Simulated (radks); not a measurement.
Results of a calculation; reference values are marked as such.
Q: All-electron atom: the bismuth ion Bi51+ in [Ar] 3d10 4s2 4p2. Level of theory: scalar-relativistic Kohn-Sham, PBE, spin-polarised, spherical densities, finite nucleus; open shells are filled with parallel spins first (spin-orbit coupling, left out, can overturn this in heavy ions); Fermi nuclear charge, rms radius 5.5211 fm (a radial shooting solver on a logarithmic mesh with Libxc functionals). Some entries of the table are withheld. Estimate them.

orbital  occ.  eigenvalue (eV)  <r> (bohr)
1s up       1        -93407.30     0.01579
1s down     1        -93404.77     0.01579
2s up       1        -19036.92     0.06639
2s down     1        -19035.56     0.06639
2p up       3        -16694.28     0.06042
2p down     3        -16692.17     0.06042
3s up       1        -6556.654      0.1688
3s down     1        -6554.290      0.1688
3p up       3        -5881.805      0.1700
3p down     3        -5879.113      0.1700
3d up       5        -5229.302      0.1533
3d down     5        -5226.843      0.1532
4s up       1        -3186.461      0.3349
4s down     1        -3173.665      0.3348
4p up       2        -2931.488         (1)
4p down     0        -2918.715         (2)
4d up       0        -2672.926      0.3403
4d down     0        -2660.891      0.3403
5s up       0        -1879.777      0.5601
5s down     0        -1873.722      0.5607

A: 
(1) 4p up <r> (bohr): 0.3453
(2) 4p down <r> (bohr): 0.3454
